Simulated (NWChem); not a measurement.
System: SnH$_{3}$OF; SMILES [OH][SnH2][F]

The following NWChem deck was run.

```
start job
memory heap 200 mb stack 900 mb global 1100 mb
geometry units angstroms noautoz
  Sn    -0.260536     0.011916    -0.029857
  O      1.133345    -1.373181    -0.194024
  F      0.680084     1.710130    -0.066418
  H     -1.184877    -0.100710    -1.451455
  H     -1.022008    -0.022977     1.499422
  H      1.783559    -1.340040     0.517244
end
basis spherical
  * library def2-svp
end
ecp
  Sn library def2-ecp
end
dft
  xc becke97-2
  iterations 150
  mulliken
end
task dft energy
```

Excerpt of the output:

```
             Northwest Computational Chemistry Package (NWChem) 7.3.0
             --------------------------------------------------------

 C1  symmetry detected

                             Geometry "geometry" -> ""
                             -------------------------

 Output coordinates in angstroms (scale by  1.889725989 to convert to a.u.)

  No.       Tag          Charge          X              Y              Z
 ---- ---------------- ---------- -------------- -------------- --------------
    1 Sn                  50.0000    -0.28828075    -0.00309416    -0.00186003
    2 O                    8.0000     0.93089188    -1.55196767    -0.05624471
    3 F                    9.0000     0.85537146     1.56593529    -0.01734236
    4 H                    1.0000    -1.13886796    -0.04052907    -1.47261895
    5 H                    1.0000    -1.13218207     0.09674949     1.48057487
    6 H                    1.0000     1.53960952    -1.57918879     0.69108426

 Effective nuclear repulsion energy (a.u.)     296.2065667900

                                 NWChem DFT Module
                                 -----------------

 Summary of "ao basis" -> "ao basis" (spherical)
 ------------------------------------------------------------------------------
       Tag                 Description            Shells   Functions and Types
 ---------------- ------------------------------  ------  ---------------------
 Sn                         def2-svp                10       26   4s4p2d
 O                          def2-svp                 6       14   3s2p1d
 F                          def2-svp                 6       14   3s2p1d
 H                          def2-svp                 3        5   2s1p

            General Information
            -------------------
          SCF calculation type: DFT
          Wavefunction type:  closed shell.
          No. of atoms     :     6
          No. of electrons :    42
           Alpha electrons :    21
            Beta electrons :    21
          Charge           :     0
          Spin multiplicity:     1
          Use of symmetry is: off; symmetry adaption is: off
          Maximum number of iterations: 150
          AO basis - number of functions:    69
                     number of shells:    31
          Convergence on energy requested:  1.00D-06
          Convergence on density requested:  1.00D-05
          Convergence on gradient requested:  5.00D-04

              XC Information
              --------------
                   Becke 97-2 Method XC Functional
                     Hartree-Fock (Exact) Exchange  0.210
                 Becke 1997-2  Exchange Functional  1.000
                Becke 1997-2 Correlation Potential  1.000

             Grid Information
             ----------------
          Grid used for XC integration:  medium
          Radial quadrature: Mura-Knowles
          Angular quadrature: Lebedev.
          Tag              B.-S. Rad. Rad. Pts. Rad. Cut. Ang. Pts.
          ---              ---------- --------- --------- ---------
          Sn                  1.45      123           8.0       590
          O                   0.60       49           9.0       434
          F                   0.50       49           9.0       434
          H                   0.35       45          10.0       434
          Grid pruning is: on
          Number of quadrature shells:   356
          Spatial weights used:  Erf1

      Superposition of Atomic Density Guess
      -------------------------------------

 Sum of atomic energies:        -424.57724527

      Non-variational initial energy
      ------------------------------

 Total energy =    -388.971429
 1-e energy   =    -906.681895
 2-e energy   =     373.587308
 HOMO         =      -0.380595
 LUMO         =      -0.001813

     ---------------------------------------------
      Total Density - Mulliken Population Analysis
     ---------------------------------------------

    Atom       Charge   Shell Charges
 -----------   ------   -------------------------------------------------------
    1 Sn  22    20.52   1.60  0.42  0.87  0.30  3.26  2.74  0.85  0.37  9.77  0.35
    2 O    8     8.93   1.99  1.11  0.68  3.09  2.05  0.00
    3 F    9     9.74   1.99  1.15  0.81  3.56  2.23  0.00
    4 H    1     1.08   0.63  0.44  0.01
    5 H    1     1.08   0.63  0.45  0.01
    6 H    1     0.66   0.53  0.07  0.06

   convergence    iter        energy       DeltaE   RMS-Dens  Diis-err
 ---------------- ----- ----------------- --------- --------- ---------
 d= 0,ls=0.0,diis     1   -391.1079986728 -5.35D+02  2.89D-02  9.13D-01
 d= 0,ls=0.0,diis     2   -390.8859141830  2.22D-01  1.67D-02  3.43D+00
 d= 0,ls=0.0,diis     3   -391.2254570637 -3.40D-01  9.13D-04  5.08D-03
 d= 0,ls=0.0,diis     4   -391.2258926279 -4.36D-04  3.75D-04  6.89D-04
 d= 0,ls=0.0,diis     5   -391.2259292989 -3.67D-05  1.63D-04  3.15D-04
  Resetting Diis
 d= 0,ls=0.0,diis     6   -391.2259570495 -2.78D-05  4.23D-05  1.94D-05
 d= 0,ls=0.0,diis     7   -391.2259589141 -1.86D-06  1.26D-05  2.44D-07
 d= 0,ls=0.0,diis     8   -391.2259589275 -1.34D-08  5.08D-06  1.49D-07

         Total DFT energy =     -391.225958927487
      One electron energy =     -909.062284942494
           Coulomb energy =      412.219231131849
    Exchange-Corr. energy =      -38.506063465640
 Nuclear repulsion energy =      144.123158348797

 Numeric. integr. density =       42.000009627627

                       DFT Final Molecular Orbital Analysis
                       ------------------------------------

 Vector   19  Occ=2.000000D+00  E=-3.440946D-01
              MO Center=  1.5D-01,  4.4D-01, -2.8D-01, r^2= 3.4D+00
   Bfn.  Coefficient  Atom+Function         Bfn.  Coefficient  Atom+Function
  ----- ------------  ---------------      ----- ------------  ---------------
    46      0.420598  3 F  pz                49     -0.305640  3 F  pz
    55     -0.264584  4 H  s                 56     -0.208504  4 H  s
    13      0.202719  1 Sn pz                30     -0.157622  2 O  px
    44      0.148987  3 F  px                60      0.133707  5 H  s
    32      0.130492  2 O  pz                31      0.128663  2 O  py

 Vector   20  Occ=2.000000D+00  E=-3.301764D-01
              MO Center=  5.1D-01, -6.8D-01,  1.5D-01, r^2= 3.2D+00
   Bfn.  Coefficient  Atom+Function         Bfn.  Coefficient  Atom+Function
  ----- ------------  ---------------      ----- ------------  ---------------
    31      0.440084  2 O  py                34      0.325593  2 O  py
    45     -0.208960  3 F  py                60     -0.204909  5 H  s
    61     -0.179818  5 H  s                 32      0.175942  2 O  pz
    48      0.151765  3 F  py                44      0.146283  3 F  px
    46     -0.141436  3 F  pz                11      0.132899  1 Sn px

 Vector   21  Occ=2.000000D+00  E=-3.079484D-01
              MO Center=  7.1D-01, -1.2D+00,  5.6D-02, r^2= 1.8D+00
   Bfn.  Coefficient  Atom+Function         Bfn.  Coefficient  Atom+Function
  ----- ------------  ---------------      ----- ------------  ---------------
    30      0.390752  2 O  px                32     -0.344312  2 O  pz
    33      0.298611  2 O  px                35     -0.261825  2 O  pz
    31      0.257758  2 O  py                34      0.199050  2 O  py
    61      0.180723  5 H  s                 60      0.153559  5 H  s
    45     -0.102259  3 F  py                48      0.079136  3 F  py

 Vector   22  Occ=0.000000D+00  E=-1.984158D-02
              MO Center= -9.0D-02, -1.0D-01,  1.2D-01, r^2= 4.1D+00
   Bfn.  Coefficient  Atom+Function         Bfn.  Coefficient  Atom+Function
  ----- ------------  ---------------      ----- ------------  ---------------
     3      0.780704  1 Sn s                  4      0.743949  1 Sn s
    61     -0.555432  5 H  s                 56     -0.486044  4 H  s
    29     -0.388017  2 O  s                  2     -0.281822  1 Sn s
    60     -0.232140  5 H  s                 43     -0.224326  3 F  s
    34     -0.220513  2 O  py                 1     -0.219216  1 Sn s

 Vector   23  Occ=0.000000D+00  E=-1.608541D-03
              MO Center= -5.1D-01, -1.1D-01,  2.3D-02, r^2= 4.3D+00
   Bfn.  Coefficient  Atom+Function         Bfn.  Coefficient  Atom+Function
  ----- ------------  ---------------      ----- ------------  ---------------
    15      0.822515  1 Sn py                12      0.382989  1 Sn py
    29      0.351915  2 O  s                 43     -0.258019  3 F  s
    44     -0.158199  3 F  px                22     -0.150959  1 Sn d -2
    17      0.144188  1 Sn d -2              47      0.141261  3 F  px
    33     -0.136086  2 O  px                 9     -0.129780  1 Sn py

 Vector   24  Occ=0.000000D+00  E= 1.530082D-02
              MO Center= -6.2D-01, -8.7D-03,  7.4D-02, r^2= 4.4D+00
   Bfn.  Coefficient  Atom+Function         Bfn.  Coefficient  Atom+Function
  ----- ------------  ---------------      ----- ------------  ---------------
    14      0.935922  1 Sn px                56      0.794812  4 H  s
    61      0.634855  5 H  s                  4     -0.579002  1 Sn s
    11      0.384620  1 Sn px                 3     -0.297605  1 Sn s
    29     -0.221533  2 O  s                 55      0.175642  4 H  s
    19     -0.157227  1 Sn d  0              60      0.150307  5 H  s

     ---------------------------------------------
      Total Density - Mulliken Population Analysis
     ---------------------------------------------

    Atom       Charge   Shell Charges
 -----------   ------   -------------------------------------------------------
    1 Sn  22    21.06   1.60  0.42  1.05  0.12  3.25  2.76  1.27  0.35  9.75  0.49
    2 O    8     8.50   1.99  1.08  0.71  2.83  1.89  0.01
    3 F    9     9.45   1.99  1.12  0.84  3.32  2.18  0.00
    4 H    1     1.08   0.69  0.38  0.01
    5 H    1     1.10   0.69  0.41  0.01
    6 H    1     0.81   0.68  0.06  0.07

     -------------------------------------------
      Total Density - Lowdin Population Analysis
     -------------------------------------------

    Atom       Charge   Shell Charges
 -----------   ------   -------------------------------------------------------
    1 Sn  22    21.26   1.17  0.76  0.71  0.38  3.01  2.85  1.26  0.66  9.49  0.97
    2 O    8     8.30   1.97  0.90  0.64  2.68  2.10  0.01
    3 F    9     9.34   1.98  1.04  0.81  3.21  2.31  0.00
    4 H    1     1.08   0.60  0.45  0.03
    5 H    1     1.09   0.60  0.46  0.03
    6 H    1     0.92   0.56  0.17  0.19

     Multipole analysis of the density
     ---------------------------------

     L   x y z        total         alpha         beta         nuclear
     -   - - -        -----         -----         ----         -------
     0   0 0 0      0.000000    -21.000000    -21.000000     42.000000

     1   1 0 0     -0.710964     -7.982285     -7.982285     15.253606
     1   0 1 0     -0.366599     -0.265159     -0.265159      0.163719
     1   0 0 1      0.468828      0.185205      0.185205      0.098418

     2   2 0 0    -25.566152    -49.020454    -49.020454     72.474757
     2   1 1 0     -1.731416      2.665533      2.665533     -7.062482
     2   1 0 1      1.851155     -0.010515     -0.010515      1.872185
     2   0 2 0    -31.035027    -93.801064    -93.801064    156.567101
     2   0 1 1     -1.677405     -0.063084     -0.063084     -1.551237
     2   0 0 2    -25.554191    -21.466203    -21.466203     17.378215
```

Level: B97-2/def2-SVP with def2 effective core potentials on Sn. Coordinates come from a PBE0/def2-SVP optimisation. def2 effective core potentials on Sn; no spin-orbit coupling.
